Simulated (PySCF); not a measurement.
A species of formula C5H14Si has this rotational fingerprint, computed with PBE0/def2-SVPD in PySCF (dipole) on a GFN2-xTB geometry, gas phase:

| Item | Value |
| --- | --- |
| Rotational constants | A = 12900, B = 789.6, C = 768.2 MHz |
| Dipole components | \|μa\| = 0.71 D, \|μb\| = 0.20 D, \|μc\| = 0.00 D |
| Inertial defect | -21.36 u·Å² |
| κ | -1.00 |

Question: Which candidate fits, each taken in the one conformer that was computed?
A. `[CH3:1][CH:2]([CH3:3])[SiH:4]([CH3:5])[CH3:6]` with C1–C2–Si4–C5 -62°
B. `[CH3:1][CH2:2][CH2:3][CH2:4][CH2:5][SiH3:6]` with C1–C2–C3–C4 180°, C2–C3–C4–C5 180°, C3–C4–C5–Si6 180°

Answer: B. It is CCCCC[SiH3], a near-prolate asymmetric top, point group Cs. The candidates at the same level (rigid rotor, commonest isotopes):

| SMILES | A (MHz) | B (MHz) | C (MHz) | μa (D) | μb (D) | μc (D) | Δ (u·Å²) | point group | rotor |
| --- | --- | --- | --- | --- | --- | --- | --- | --- | --- |
| CCCCC[SiH3] | 12900 | 789.6 | 768.2 | 0.71 | 0.20 | 0.00 | -21.36 | Cs | near-prolate asymmetric top |
| CC(C)[SiH](C)C | 3331 | 2067 | 1408 | 0.06 | 0.01 | 0.53 | -37.39 | near Cs | asymmetric top |

`CC(C)[SiH](C)C` has B 162 % too high. In the right answer the mirror of this Cs structure is the ab plane, so μc vanishes by symmetry. No structure here is proved a minimum.
